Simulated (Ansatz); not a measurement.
Reaction (hydrogenolysis of a Ge–N bond): `N[SiH2][O][GeH2][NH2]` + H₂ → `N[SiH2][O][GeH3]` + NH₃

Program: Ansatz. Geometries: PBE0-D4/def2-TZVP. ΔE: electronic, gas phase. CCSD(T)/CBS adds triple-zeta CCSD(T) − MP2 to the extrapolated MP2 energy (def2 sets, frozen cores). This one scheme is used for every species. DFT in def2-TZVPP. B3LYP here is the variant with VWN-RPA as its local correlation; programs differ in this. For Ge outer-core shells are correlated without core-valence functions, which leaves a few kJ/mol of doubt a bond. Scalar relativity is left out up to krypton. One conformer a species, not always the lowest.

`N[SiH2][O][GeH2][NH2]`:

```xyz
13

N     1.775    0.213   -0.522
Si    0.723    1.424    0.108
O    -0.392    0.764    1.095
Ge   -1.174   -0.842    0.963
N    -1.481   -1.360   -0.757
H     2.076    0.282   -1.481
H     2.500   -0.191    0.050
H     0.114    2.050   -1.097
H     1.416    2.456    0.922
H    -0.226   -1.856    1.614
H    -2.519   -0.686    1.680
H    -0.641   -1.438   -1.315
H    -2.168   -0.816   -1.259
```

H₂:

Z-matrix (Å, degrees):
```
H
H 1 0.746
```

`N[SiH2][O][GeH3]`:

```xyz
11

N     0.393   -0.225    2.369
Si    0.744   -0.101    0.706
O    -0.582    0.059   -0.242
Ge   -0.866    0.217   -1.984
H    -0.001   -1.070    2.749
H     0.097    0.582    2.893
H     1.606    1.098    0.526
H     1.464   -1.341    0.313
H    -2.387    0.319   -2.148
H    -0.161    1.489   -2.488
H    -0.307   -1.028   -2.694
```

NH₃:

Z-matrix (Å, degrees):
```
N
H 1 1.013
H 1 1.013 2 107.1
H 1 1.013 2 107.1 3 -114.5
```

| level | ΔE (kcal/mol) |
| --- | --- |
| PBE0-D4 | -0.3 |
| B3LYP | -2.5 |
| CCSD/def2-TZVPP | -0.3 |
| MP2/def2-QZVPP | 2.2 |

Problem. What does CCSD(T)/CBS give? (An estimate is asked.)

Solution. Ansatz gave: +0.8 kcal/mol. The listed levels differ from it by -1.1, -3.3, -1.1, 1.4 kcal/mol.

Largest T1 diagnostic among the species: 0.012.

In def2-TZVPP, CCSD(T) changes the Hartree–Fock value by +4.7 kcal/mol (the triples alone add +1.1 kcal/mol) and MP2 by +6.3 kcal/mol. The D4 term adds +2.8 kcal/mol with B3LYP and +1.6 kcal/mol with PBE0; it sums over pairs of atoms, weighted by their polarisabilities, and B3LYP, whose exchange is more repulsive, gets the larger term.
